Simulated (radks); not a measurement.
The numbers below are computed, except where a source is named.
Question: Excited configurations of Ti I: one electron is placed in a higher orbital outside [Ar] 3d2 4s1. The ground configuration is [Ar] 3d2 4s2. Code: a radial shooting solver on a logarithmic mesh with Libxc functionals. Model: non-relativistic Kohn-Sham, PBEsol, spin-unpolarised, spherical densities, point nucleus. Excitation = E - E(ground); binding = E(ion) - E, where the ion is the core of charge +1; n* = 1/sqrt(2 binding) in atomic units, and the quantum defect is n - n*.

| outer orbital | excitation (eV) | binding (eV) | n* | quantum defect | eigenvalue (eV) | <r> (bohr) |
|---|---|---|---|---|---|---|
| 5s | 4.950 | 2.348 | 2.407 | 2.593 | -1.383 | 9.105 |
| 5f | 6.670 | 0.628 | 4.654 | 0.346 | -0.360 | 29.32 |
| 7s | 6.510 | 0.788 | 4.156 | 2.844 | -0.506 | 28.27 |
| 7p | 6.636 | 0.662 | 4.535 | 2.465 | -0.423 | 33.03 |

Estimate the row for 4d.

Answer: excitation (eV) 5.682; binding (eV) 1.616; n* 2.901; quantum defect 1.099; eigenvalue (eV) -0.710; <r> (bohr) 9.861. The Delta-SCF ionisation energy is 7.298 eV (NIST Atomic Spectra Database: 6.828 eV, measured). Self-interaction in the functional shifts the binding energies and quantum defects, so they are the method's values and not measured ones. Spin polarisation and multiplet splitting are left out, so open shells lie too high by an amount that depends on their filling.

Beside tabulated values, note that spin-unpolarised runs miss the spin-polarisation part of the exchange energy of open shells.
